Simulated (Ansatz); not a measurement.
Relaxation of the cluster W₂S₄⁻ with UKS PBE-D4/def2-SVPD.

```sh
$ ansatz run in.yaml --threads 4 --pin off --events-out ev --progress --plain --max-ram 4787MiB
```

```yaml
crystal:
  periodic: [false, false, false]
  atoms:
    - {symbol: W, position_ang: [-0.563450, -0.143240, 0.314730]}
    - {symbol: W, position_ang: [1.866820, 0.172650, -0.409190]}
    - {symbol: S, position_ang: [1.284040, -0.292360, 1.782700]}
    - {symbol: S, position_ang: [-1.769710, -1.884730, -0.675860]}
    - {symbol: S, position_ang: [-2.879910, -0.196540, -0.280430]}
    - {symbol: S, position_ang: [2.062210, 2.344220, -0.731950]}
basis:
  gaussian: {orbitals: def2-SVPD}
total_charge: -1
magnetization: {spin_polarized: true, initial_magnetization: 1}
hamiltonian: {xc: pbe, dispersion: d4}
scf: {lower_state_search: "off"}
output: {orbitals: {seedname: orbitals}}
relax: {f_tol: 0.02, max_steps: 100}
```

Hardware: 4 threads of Arm Neoverse V2 on a shared host. Wall time 70 s.

Positions (Å) and forces (eV/Å) at steps 1, 2, 3, 4, 5, 6, 7, 8, 9, 10, 11, 12, 13, 14 of 14:

```xyz
6
step=1 energy=-46969.4166 eV
W    -0.563   -0.143    0.315    3.347    0.027   -0.744
W     1.867    0.173   -0.409   -2.643    0.355    0.474
S     1.284   -0.292    1.783    0.000   -0.199    0.455
S    -1.770   -1.885   -0.676    0.613   -0.473   -0.014
S    -2.880   -0.197   -0.280   -1.325    0.736   -0.106
S     2.062    2.344   -0.732    0.009   -0.447   -0.065
6
step=2 energy=-46969.6148 eV
W    -0.417   -0.152    0.241   -3.016   -0.165    2.027
W     1.674    0.184   -0.386    3.626   -0.488   -1.304
S     1.295   -0.328    1.855   -0.089   -0.134    0.024
S    -1.715   -1.866   -0.670    0.396   -0.232   -0.239
S    -2.861   -0.151   -0.286   -0.623    0.349   -0.298
S     2.024    2.314   -0.755   -0.293    0.670   -0.210
6
step=3 energy=-46969.9508 eV
W    -0.441   -0.136    0.340   -0.164   -0.016    0.057
W     1.746    0.143   -0.397   -0.047    0.192   -0.037
S     1.328   -0.358    1.866    0.069   -0.112    0.003
S    -1.683   -1.831   -0.678    0.305    0.157    0.082
S    -2.904   -0.134   -0.344    0.015    0.098   -0.092
S     1.954    2.317   -0.787   -0.178   -0.320   -0.012
6
step=4 energy=-46970.0009 eV
W    -0.440   -0.106    0.395    0.114   -0.014   -0.239
W     1.730    0.110   -0.396   -0.314    0.077    0.082
S     1.353   -0.397    1.881    0.133   -0.086    0.104
S    -1.618   -1.787   -0.679    0.096    0.164    0.116
S    -2.874   -0.096   -0.390    0.061   -0.004   -0.068
S     1.848    2.277   -0.811   -0.090   -0.137    0.005
6
step=5 energy=-46970.0293 eV
W    -0.426   -0.077    0.441    0.134    0.051   -0.201
W     1.707    0.073   -0.392   -0.157   -0.043    0.093
S     1.396   -0.449    1.903    0.059    0.010    0.007
S    -1.559   -1.743   -0.658   -0.103    0.052    0.051
S    -2.829   -0.042   -0.462    0.124   -0.062   -0.007
S     1.711    2.237   -0.832   -0.057   -0.008    0.057
6
step=6 energy=-46970.0754 eV
W    -0.388   -0.038    0.429    0.167    0.091   -0.242
W     1.720    0.005   -0.409    0.091   -0.093    0.045
S     1.449   -0.456    1.902   -0.051    0.042   -0.045
S    -1.549   -1.726   -0.600   -0.177    0.051    0.080
S    -2.759    0.030   -0.548    0.145   -0.069    0.030
S     1.527    2.185   -0.774   -0.176   -0.022    0.132
6
step=7 energy=-46970.1658 eV
W    -0.345   -0.002    0.405    0.447    0.217   -0.426
W     1.754   -0.057   -0.420    0.009   -0.063    0.137
S     1.476   -0.459    1.904    0.017    0.076   -0.031
S    -1.533   -1.698   -0.559   -0.365   -0.046    0.061
S    -2.696    0.095   -0.604    0.164   -0.074    0.021
S     1.344    2.121   -0.725   -0.272   -0.110    0.238
6
step=8 energy=-46970.3203 eV
W    -0.294    0.010    0.344    0.471    0.222   -0.335
W     1.815   -0.101   -0.433   -0.023   -0.058    0.178
S     1.511   -0.430    1.892    0.026    0.041   -0.032
S    -1.576   -1.697   -0.501   -0.387   -0.009    0.003
S    -2.638    0.158   -0.664    0.218   -0.100    0.032
S     1.182    2.060   -0.637   -0.305   -0.095    0.155
6
step=9 energy=-46970.4088 eV
W    -0.229    0.017    0.267   -0.277   -0.438    0.055
W     1.898   -0.127   -0.422    0.059    0.093    0.047
S     1.538   -0.408    1.888    0.070    0.028   -0.042
S    -1.651   -1.703   -0.460   -0.091    0.209    0.054
S    -2.566    0.220   -0.698    0.188   -0.049   -0.030
S     1.009    2.001   -0.574    0.051    0.157   -0.084
6
step=10 energy=-46970.3901 eV rejected
W    -0.233   -0.138    0.310    0.194    0.655    0.101
W     1.904   -0.085   -0.405    0.070   -0.087   -0.160
S     1.652   -0.343    1.899   -0.127   -0.104   -0.010
S    -1.792   -1.722   -0.475   -0.053    0.149   -0.076
S    -2.404    0.319   -0.762   -0.047   -0.398    0.013
S     0.874    1.968   -0.567   -0.037   -0.215    0.131
6
step=11 energy=-46970.4336 eV
W    -0.236   -0.037    0.293    0.117   -0.026   -0.118
W     1.900   -0.101   -0.422   -0.185    0.002    0.042
S     1.586   -0.401    1.882    0.041    0.008    0.048
S    -1.714   -1.714   -0.435   -0.043    0.149   -0.015
S    -2.493    0.255   -0.753    0.085   -0.123    0.028
S     0.957    1.999   -0.564   -0.014   -0.010    0.014
6
step=12 energy=-46970.4342 eV
W    -0.235   -0.048    0.292   -0.105    0.101    0.171
W     1.887   -0.105   -0.424    0.211   -0.021   -0.037
S     1.603   -0.392    1.888   -0.025   -0.014   -0.068
S    -1.723   -1.711   -0.437   -0.063    0.021   -0.043
S    -2.471    0.263   -0.762   -0.004   -0.082   -0.011
S     0.939    1.993   -0.557   -0.013   -0.006   -0.012
6
step=13 energy=-46970.4359 eV
W    -0.235   -0.042    0.299   -0.043    0.004    0.000
W     1.891   -0.103   -0.421    0.025   -0.018   -0.016
S     1.604   -0.398    1.886    0.008    0.006    0.006
S    -1.723   -1.709   -0.437   -0.003    0.028   -0.003
S    -2.474    0.259   -0.764    0.011   -0.029    0.003
S     0.938    1.993   -0.562    0.002    0.010    0.010
6
step=14 energy=-46970.4360 eV
W    -0.237   -0.041    0.299    0.009    0.001   -0.007
W     1.890   -0.105   -0.423   -0.014    0.004    0.011
S     1.604   -0.396    1.884    0.003   -0.006    0.000
S    -1.724   -1.708   -0.437    0.002    0.005    0.001
S    -2.475    0.256   -0.766    0.003   -0.001    0.001
S     0.941    1.994   -0.558   -0.004   -0.003   -0.005
```

In the def2 sets W takes a core potential; there is no spin–orbit coupling. The relaxation made no stability test and no search for a lower SCF solution. No other spin state of charge -1 was run. Another isomer (doublet) lies 1.94 eV lower at PBE0-D4/def2-TZVPD; other spin states weren't run for this one.
